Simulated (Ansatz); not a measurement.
Input and output for `C[N](C)[Hf]1234([CH3])([CH3])[C@H]5[C@@H]1[C@@H]2[C@@H]3[C@H]54`.

```yaml
crystal:
  periodic: [false, false, false]
  atoms:
    - {symbol: C, position_ang: [-1.144662, -0.328590, -2.451873]}
    - {symbol: N, position_ang: [-0.169992, 0.319484, -1.579946]}
    - {symbol: C, position_ang: [0.817639, 0.754315, -2.527151]}
    - {symbol: Hf, position_ang: [-0.064068, 0.227120, 0.302430]}
    - {symbol: C, position_ang: [-2.262809, 0.674840, 0.979578]}
    - {symbol: C, position_ang: [0.943319, 2.280412, 0.898375]}
    - {symbol: C, position_ang: [0.663855, -0.959074, 2.440703]}
    - {symbol: C, position_ang: [1.898393, -0.746917, 1.785306]}
    - {symbol: C, position_ang: [1.613735, -1.494652, 0.399687]}
    - {symbol: C, position_ang: [0.333872, -2.282147, 0.580070]}
    - {symbol: C, position_ang: [-0.390415, -1.855681, 1.863296]}
    - {symbol: H, position_ang: [-1.020036, -1.485740, -3.064365]}
    - {symbol: H, position_ang: [-1.902195, 0.193632, -2.985547]}
    - {symbol: H, position_ang: [-2.087891, -0.871789, -1.607748]}
    - {symbol: H, position_ang: [0.331025, 1.507015, -3.253594]}
    - {symbol: H, position_ang: [1.508742, 1.239799, -1.893382]}
    - {symbol: H, position_ang: [1.380368, 0.065718, -3.204379]}
    - {symbol: H, position_ang: [-2.787558, 1.570408, 0.578035]}
    - {symbol: H, position_ang: [-2.904179, -0.184640, 0.704586]}
    - {symbol: H, position_ang: [-2.385415, 0.840350, 1.978818]}
    - {symbol: H, position_ang: [1.991419, 2.250541, 0.448453]}
    - {symbol: H, position_ang: [0.413572, 3.020306, 0.302706]}
    - {symbol: H, position_ang: [0.812674, 2.473671, 1.859605]}
    - {symbol: H, position_ang: [0.415787, -0.470719, 3.532923]}
    - {symbol: H, position_ang: [2.599141, -0.107234, 2.042741]}
    - {symbol: H, position_ang: [2.318345, -1.685404, -0.305396]}
    - {symbol: H, position_ang: [-0.091680, -2.785587, -0.070294]}
    - {symbol: H, position_ang: [-1.260393, -2.138457, 2.301395]}
basis:
  gaussian: {orbitals: def2-TZVPD}
hamiltonian: {xc: {name: r2SCAN50}, dispersion: d3bj}
```

```sh
$ ansatz run in.yaml --threads 11 --pin off --events-out ev --progress --plain --max-ram 110592MiB --backend cuda --devices 0, --max-vram 75GiB
```

Shortened log:

```
Warning: the engine holds no damping parameters fitted to this dispersion correction and functional, so the run takes those fitted to r2scan50 beside the three-body term, which d3bj leaves out (hamiltonian.dispersion, under Limitations)
Functional definition: r2SCAN50
3603 factors; their error is unknown
mean field evaluation 1: about -12379.3641 eV, gradient 8.5e1 eV
mean field evaluation 2: about -12380.1706 eV, gradient 8.2e1 eV
mean field evaluation 4: about -12395.9755 eV, gradient 4.6e0 eV
mean field evaluation 8: about -12396.0348 eV, gradient 1.1e-1 eV
mean field evaluation 16: about -12396.0647 eV, gradient 1.2e-3 eV
mean field -12396.06468015 eV, -455.5469746411 hartree, gradient 4.2e-5 eV, S^2 0.000000; 0 other end points of the search recorded, 0 dependent functions left out
reference -12396.06469559 eV, -455.5469752084 hartree; 45, 45 occupied and 521, 521 virtual orbitals, 3603 factors
Total energy: -12396.40901379 eV, -455.5596286691 hartree
```

It took 3.1 s on 11 threads of an AMD EPYC 7R13 on a shared host and a whole NVIDIA H100 80 GB, with 1.9 GiB of host memory at the peak.
